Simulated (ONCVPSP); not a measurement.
PBE ONCV dataset for Ca (Z = 20), fully relativistic all-electron reference.

ONCVPSP 4.0.1 was run on this input:

```
# ATOM AND REFERENCE CONFIGURATION
# atsym  z   nc   nv     iexc    psfile
  Ca 20.00    3    3        4      upf
#
#   n    l    f
    1    0    2.00
    2    0    2.00
    2    1    6.00
    3    0    2.00
    3    1    6.00
    4    0    2.00
#
# PSEUDOPOTENTIAL AND OPTIMIZATION
# lmax
    2
#
#   l,   rc,      ep,       ncon, nbas, qcut
    0    1.75    0.00    3    6    8.70
    1    1.15    0.00    3    6    8.20
    2    1.50    0.11    4    7    6.60
#
# LOCAL POTENTIAL
# lloc, lpopt,  rc(5),   dvloc0
    4    5    0.75    0.00
#
# VANDERBILT-KLEINMAN-BYLANDER PROJECTORs
# l, nproj, debl
    0    3    1.60
    1    2    3.60
    2    2    0.70
#
# MODEL CORE CHARGE
# icmod, fcfact, rcfact
    3    5.50    1.25
#
# LOG DERIVATIVE ANALYSIS
# epsh1, epsh2, depsh
   -3.00    5.00    0.02
#
# OUTPUT GRID
# rlmax, drl
    6.00    0.01
#
# TEST CONFIGURATIONS
# ncnf
    4
# nvcnf
#   n    l    f
    3
    3    0    2.00
    3    1    6.00
    4    0    1.00
#
    3
    3    0    2.00
    3    1    6.00
    4    0    0.00
#
    3
    3    0    2.00
    3    1    6.00
    4    0    1.50
#
    4
    3    0    2.00
    3    1    6.00
    4    0    0.00
    4    1    1.00
#
```

Command:

```bash
oncvpspr.x < Ca.dat > Ca.out
```

Resulting log (shortened: citation, most of the input echo, consistency checks and plot data are left out):

```
ONCVPSP  (Optimized Norm-Conservinng Vanderbilt PSeudopotential)
relativistic version 4.0.1

#   n    l    f        energy (Ha)
    1    0    2.00    -1.4511737D+02
    2    0    2.00    -1.5225035D+01
    2    1    6.00    -1.2253468D+01    -1.2388959D+01
    3    0    2.00    -1.7303870D+00
    3    1    6.00    -1.0244593D+00    -1.0385584D+00
    4    0    2.00    -1.3840621D-01

Reference configufation results
  iterations    22
  all-electron total energy (Ha)   -6.80329684D+02

Begin loop to  construct optimized pseudo wave functions
and semi-local pseudopoentials for all angular momenta

   Wellstate for l =  0  n =  5 kap= -1
     eigenvalue =   1.4616
     asymptotic potential =   1.9616
     half-point radius =  3.5336

Calculating optimized projector #   1

 for l=   0

    Fraction of norm inside rc  0.904877
    Optimizing pswf for qcut=   8.71 a_B^-1,  ecut=  37.93 Ha
    Residual kinetic energy error=  7.20D-08 Ha

    Energy error per electron        Cutoff
         Ha          eV             Ha
         0.01000     0.27211       13.88
         0.00100     0.02721       19.25
         0.00010     0.00272       23.48
         0.00001     0.00027       26.82

Calculating optimized projector #   2

 for l=   0

    Fraction of norm inside rc  0.036063
    Optimizing pswf for qcut=   8.71 a_B^-1,  ecut=  37.93 Ha
    Residual kinetic energy error=  3.98D-09 Ha

    Energy error per electron        Cutoff
         Ha          eV             Ha
         0.01000     0.27211        4.31
         0.00100     0.02721       15.42
         0.00010     0.00272       20.94
         0.00001     0.00027       24.95

Calculating optimized projector #   3

 for l=   0

    Fraction of norm inside rc  0.110188
    Optimizing pswf for qcut=   8.71 a_B^-1,  ecut=  37.93 Ha
    Residual kinetic energy error=  1.03D-08 Ha

    Energy error per electron        Cutoff
         Ha          eV             Ha
         0.01000     0.27211       13.72
         0.00100     0.02721       20.16
         0.00010     0.00272       24.97
         0.00001     0.00027       28.97

   Wellstate for l =  1  n =  5 kap= -2
     eigenvalue =   2.5755
     asymptotic potential =   3.0755
     half-point radius =  2.8948

Calculating optimized projector #   1

 for l=   1

    Fraction of norm inside rc  0.454943
    Optimizing pswf for qcut=   8.18 a_B^-1,  ecut=  33.49 Ha
    Residual kinetic energy error=  6.77D-05 Ha

    Energy error per electron        Cutoff
         Ha          eV             Ha
         0.01000     0.27211       10.15
         0.00100     0.02721       22.30
         0.00010     0.00272       31.86
         0.00001     0.00027       82.67

Calculating optimized projector #   2

 for l=   1

    Fraction of norm inside rc  0.068013
    Optimizing pswf for qcut=   8.18 a_B^-1,  ecut=  33.49 Ha
    Residual kinetic energy error=  6.56D-05 Ha

    Energy error per electron        Cutoff
         Ha          eV             Ha
         0.01000     0.27211       10.85
         0.00100     0.02721       15.68
         0.00010     0.00272       31.97
         0.00001     0.00027       58.83

   Wellstate for l =  1  n =  5 kap=  1
     eigenvalue =   2.5614

Calculating optimized projector #   1

 for l=   1

    Fraction of norm inside rc  0.461107
    Optimizing pswf for qcut=   8.18 a_B^-1,  ecut=  33.49 Ha
    Residual kinetic energy error=  6.83D-05 Ha

    Energy error per electron        Cutoff
         Ha          eV             Ha
         0.01000     0.27211       10.29
         0.00100     0.02721       22.02
         0.00010     0.00272       31.87
         0.00001     0.00027       83.11

Calculating optimized projector #   2

 for l=   1

    Fraction of norm inside rc  0.067982
    Optimizing pswf for qcut=   8.18 a_B^-1,  ecut=  33.49 Ha
    Residual kinetic energy error=  6.68D-05 Ha

    Energy error per electron        Cutoff
         Ha          eV             Ha
         0.01000     0.27211       10.97
         0.00100     0.02721       15.56
         0.00010     0.00272       32.10
         0.00001     0.00027       58.28

WARNING wellstate: moderately localized bound state found for n= 3 l=  2
WARNING scattering state with energy  0.05000000
WARNING will be used for the first projector

   Wellstate for l =  2  n =  4 kap= -3
     eigenvalue =   0.0500
     asymptotic potential =   0.5500
     half-point radius = 24.2167

   Wellstate for l =  2  n =  5 kap= -3
     eigenvalue =   0.7500
     asymptotic potential =   1.2500
     half-point radius =  6.8058

Calculating optimized projector #   1

 for l=   2

    Fraction of norm inside rc  0.048259
    Optimizing pswf for qcut=   6.61 a_B^-1,  ecut=  21.87 Ha
    Residual kinetic energy error=  8.50D-04 Ha

    Energy error per electron        Cutoff
         Ha          eV             Ha
         0.01000     0.27211       14.41
         0.00100     0.02721       21.42
         0.00010     0.00272       63.56
         0.00001     0.00027       78.17

Calculating optimized projector #   2

 for l=   2

    Fraction of norm inside rc  0.089614
    Optimizing pswf for qcut=   6.61 a_B^-1,  ecut=  21.87 Ha
    Residual kinetic energy error=  3.57D-03 Ha

    Energy error per electron        Cutoff
         Ha          eV             Ha
         0.01000     0.27211       18.98
         0.00100     0.02721       25.41
         0.00010     0.00272       48.58
         0.00001     0.00027       99.45

   Wellstate for l =  2  n =  3 kap=  2
     eigenvalue =   0.1100

   Wellstate for l =  2  n =  5 kap=  2
     eigenvalue =   0.6285

Calculating optimized projector #   1

 for l=   2

    Fraction of norm inside rc  0.343789
    Optimizing pswf for qcut=   6.61 a_B^-1,  ecut=  21.87 Ha
    Residual kinetic energy error=  5.39D-03 Ha

    Energy error per electron        Cutoff
         Ha          eV             Ha
         0.01000     0.27211       20.00
         0.00100     0.02721       57.17
         0.00010     0.00272       75.77
         0.00001     0.00027      101.01

Calculating optimized projector #   2

 for l=   2

    Fraction of norm inside rc  0.089511
    Optimizing pswf for qcut=   6.61 a_B^-1,  ecut=  21.87 Ha
    Residual kinetic energy error=  3.80D-03 Ha

    Energy error per electron        Cutoff
         Ha          eV             Ha
         0.01000     0.27211       19.11
         0.00100     0.02721       25.63
         0.00010     0.00272       47.65
         0.00001     0.00027       95.13

Construct Vanderbilt / Kleinmman-Bylander projectors

B matrix Hermiticity error, ll=  0  kap= -1
   1   2    7.5784D-05
   1   3   -2.4301D-04
   2   3    3.8431D-05

  Orthonormal projector coefficients  1.6396E+01  3.2122E+00  3.0824E-01

B matrix Hermiticity error, ll=  1  kap= -2
   1   2   -3.0529D-04

  Orthonormal projector coefficients  7.7299E+00  1.0308E+00

B matrix Hermiticity error, ll=  1  kap=  1
   1   2   -3.0835D-04

  Orthonormal projector coefficients  7.7029E+00  1.0417E+00

B matrix Hermiticity error, ll=  2  kap= -3
   1   2    9.9343D-06

  Orthonormal projector coefficients -1.1876E+01 -3.2891E+00

B matrix Hermiticity error, ll=  2  kap=  2
   1   2   -3.0050D-05

  Orthonormal projector coefficients -1.0107E+01 -3.3062E+00

 Orthonormal scalar projector coefficients, l =  1
  7.7207E+00  1.0345E+00  1.7033E-04  3.5283E-07

 Orthonormal spin-orbit projector coefficients, l =  1
 -5.6482E-02  5.5882E-02  1.1338E-02 -5.3646E-05

 Orthonormal scalar projector coefficients, l =  2
 -1.1136E+01 -3.2906E+00 -3.6864E-02 -3.7430E-05

 Orthonormal spin-orbit projector coefficients, l =  2
 -9.5722E-01  2.7580E-01 -2.3026E-02  3.6968E-03

Model core correction analysis
  based on d2Exc/dn_idn_j

d2excae - all-electron derivatives

   -3.104224D-02   -2.797300D-02   -1.837988D-03
   -2.797320D-02   -2.641223D-02   -2.449688D-03
   -1.837581D-03   -2.449021D-03   -2.839432D-02

d2excps - pseudofunction derivatives with no core correction

   -4.310550D-02   -3.803858D-02   -2.521319D-03
   -3.803940D-02   -3.605766D-02   -3.020956D-03
   -2.520767D-03   -3.020139D-03   -2.952307D-02

rms 2nd derivative error    7.024254E-03

rmatch, rhocmatch    0.6219    9.4208

Teter function model core charge with specified parameters

d2excps - pseudofunction derivatives with core correction

   -3.898169D-02   -3.637664D-02   -2.177141D-03
   -3.637683D-02   -3.520350D-02   -2.869506D-03
   -2.176549D-03   -2.868683D-03   -2.949598D-02

rms 2nd derivative error    5.611094E-03

Pseudoatom total energy  -36.840719

Diagnostic tests using Vanderbilt-Kleinman-Bylander pseudopotentials
  relativistic with J = L +/- 1/2 projectors

   l  kap   rcore       rmatch      e in        delta e    norm test   slope test

   0  -1   1.7505481   1.8036985  -1.7303870  -0.0000009   1.0000884   1.0000871
   0  -1   1.7505481   1.8036985  -0.1384062   0.0000018   1.0000306   1.0000237
   0  -1   1.7505481   1.8036985   1.4615938   0.0000422   1.0001828   1.0001828

   1  -2   1.1516364   1.1866026  -1.0244593   0.0000004   1.0000771   1.0002386
   1   1   1.1516364   1.1866026  -1.0385584   0.0000385   1.0000828   1.0001488
   1  -2   1.1516364   1.1866026   2.5755407   0.0000273   1.0003564   1.0003564
   1   1   1.1516364   1.1866026   2.5715894   0.0000245   1.0003573   1.0003573

   2  -3   1.5073862   1.5531537   0.0500000   0.0000014   1.0000841   1.0000841
   2   2   1.5073862   1.5531537  -0.0714571   0.0000052   1.0000799   1.0000799
   2  -3   1.5073862   1.5531537   0.7500000  -0.0000003   1.0001359   1.0001359
   2   2   1.5073862   1.5531537   0.7497336   0.0000005   1.0001384   1.0001384

Diagnostic tests using Vanderbilt-Kleinman-Bylander pseudopotentials
  relativistic with scalar and spin-orbit non-local projectors

   l  kap   rcore       rmatch      e in        delta e    norm test   slope test

   0  -1   1.7505481   1.8036985  -1.7303870  -0.0000009   1.0000884   1.0000871
   0  -1   1.7505481   1.8036985  -0.1384062   0.0000018   1.0000306   1.0000237
   0  -1   1.7505481   1.8036985   1.4615938   0.0000422   1.0001828   1.0001828

   1  -2   1.1516364   1.1866026  -1.0244593  -0.0000125   1.0000738   1.0001916
   1   1   1.1516364   1.1866026  -1.0385584   0.0000255   1.0000796   1.0001041
   1  -2   1.1516364   1.1866026   2.5755407   0.0000239   1.0003541   1.0003541
   1   1   1.1516364   1.1866026   2.5715894   0.0000211   1.0003551   1.0003551

   2  -3   1.5073862   1.5531537   0.0500000   0.0000096   1.0000855   1.0000855
   2   2   1.5073862   1.5531537  -0.0714571   0.0000136   1.0000812   1.0000812
   2  -3   1.5073862   1.5531537   0.7500000   0.0000052   1.0001382   1.0001382
   2   2   1.5073862   1.5531537   0.7497336   0.0000059   1.0001407   1.0001407

Ghost test for J = L + 1/2

 Testing for bound ghosts
   n   l    E NL Schr. Eq   E Basis Diag.   E Cutoff

   1   0       -1.730388       -1.730380     61.85
   2   0       -0.138404       -0.040768     61.85

   2   1       -1.024459       -1.016302    115.65

   3   2       -0.071337       -0.037200    113.16

 Testing for highly-localized positive-energy ghosts
       l    <radius>/rc     E Basis Diag.   E Cutoff

       0        0.626690       13.847319     61.85  WARNING - GHOST(+)

Ghost test for J = L - 1/2

 Testing for bound ghosts
   n   l    E NL Schr. Eq   E Basis Diag.   E Cutoff

   1   0       -1.730388       -1.730380     61.85
   2   0       -0.138404       -0.040768     61.85

   2   1       -1.038520       -1.030725    115.65

   3   2       -0.071942       -0.038061    113.16

 Testing for highly-localized positive-energy ghosts
       l    <radius>/rc     E Basis Diag.   E Cutoff

       0        0.626690       13.847319     61.85  WARNING - GHOST(+)

Test configuration 0

   n   l kap    f        eae           eps        diff
   1   0  -1  2.0000 -145.11737075
   2   0  -1  2.0000  -15.22503503
   2   1  -2  4.0000  -12.25346774
   2   1   1  2.0000  -12.38895909
   3   0  -1  2.0000   -1.73038703   -1.73038796   -9.30E-07
   3   1  -2  4.0000   -1.02445930   -1.02445890    4.03E-07
   3   1   1  2.0000   -1.03855841   -1.03851992    3.85E-05
   4   0  -1  2.0000   -0.13840621   -0.13840440    1.82E-06

    Total energies and differences
      AE_ref= -6.80329684E+02  AE_tst= -6.80329684E+02  dif=  0.00E+00
      PS_ref= -3.68407194E+01  PS_tst= -3.68407194E+01  dif=  2.84E-14
      PSP excitation error= -2.84E-14

Test configuration 1

   n   l kap    f        eae           eps        diff
   1   0  -1  2.0000 -145.37612956
   2   0  -1  2.0000  -15.48250154
   2   1  -2  4.0000  -12.51103777
   2   1   1  2.0000  -12.64653905
   3   0  -1  2.0000   -1.98399932   -1.98414554   -1.46E-04
   3   1  -2  4.0000   -1.27703016   -1.27704409   -1.39E-05
   3   1   1  2.0000   -1.29119507   -1.29117365    2.14E-05
   4   0  -1  1.0000   -0.32946388   -0.32947059   -6.70E-06

    Total energies and differences
      AE_ref= -6.80329684E+02  AE_tst= -6.80097820E+02  dif=  2.32E-01
      PS_ref= -3.68407194E+01  PS_tst= -3.66088539E+01  dif=  2.32E-01
      PSP excitation error= -8.96E-07

Test configuration 2

   n   l kap    f        eae           eps        diff
   1   0  -1  2.0000 -145.68908725
   2   0  -1  2.0000  -15.79307277
   2   1  -2  4.0000  -12.82178731
   2   1   1  2.0000  -12.95730669
   3   0  -1  2.0000   -2.28691025   -2.28736682   -4.57E-04
   3   1  -2  4.0000   -1.57750513   -1.57758354   -7.84E-05
   3   1   1  2.0000   -1.59181802   -1.59186686   -4.88E-05
   4   0  -1  0.0000   -0.53423930   -0.53423930    0.00E+00

    Total energies and differences
      AE_ref= -6.80329684E+02  AE_tst= -6.79663439E+02  dif=  6.66E-01
      PS_ref= -3.68407194E+01  PS_tst= -3.61744509E+01  dif=  6.66E-01
      PSP excitation error= -2.37E-05

Test configuration 3

   n   l kap    f        eae           eps        diff
   1   0  -1  2.0000 -145.23939661
   2   0  -1  2.0000  -15.34655716
   2   1  -2  4.0000  -12.37503044
   2   1   1  2.0000  -12.51052566
   3   0  -1  2.0000   -1.85041870   -1.85047483   -5.61E-05
   3   1  -2  4.0000   -1.14409481   -1.14409822   -3.42E-06
   3   1   1  2.0000   -1.15821918   -1.15818556    3.36E-05
   4   0  -1  1.5000   -0.23083977   -0.23083992   -1.47E-07

    Total energies and differences
      AE_ref= -6.80329684E+02  AE_tst= -6.80237675E+02  dif=  9.20E-02
      PS_ref= -3.68407194E+01  PS_tst= -3.67487109E+01  dif=  9.20E-02
      PSP excitation error=  5.50E-07

Test configuration 4

   n   l kap    f        eae           eps        diff
   1   0  -1  2.0000 -145.42325886
   2   0  -1  2.0000  -15.52976245
   2   1  -2  4.0000  -12.55817738
   2   1   1  2.0000  -12.69367589
   3   0  -1  2.0000   -2.03004463   -2.03041770   -3.73E-04
   3   1  -2  4.0000   -1.32214531   -1.32227466   -1.29E-04
   3   1   1  2.0000   -1.33636225   -1.33646179   -9.95E-05
   4   0  -1  0.0000   -0.35251579   -0.53423930   -1.82E-01
   4   1  -2  0.6667   -0.23969185   -0.23970362   -1.18E-05
   4   1   1  0.3333   -0.24082096   -0.24083030   -9.34E-06

    Total energies and differences
      AE_ref= -6.80329684E+02  AE_tst= -6.79985811E+02  dif=  3.44E-01
      PS_ref= -3.68407194E+01  PS_tst= -3.64968365E+01  dif=  3.44E-01
      PSP excitation error= -9.21E-06
```

The run took about 6.4 s on one core of a shared server CPU.
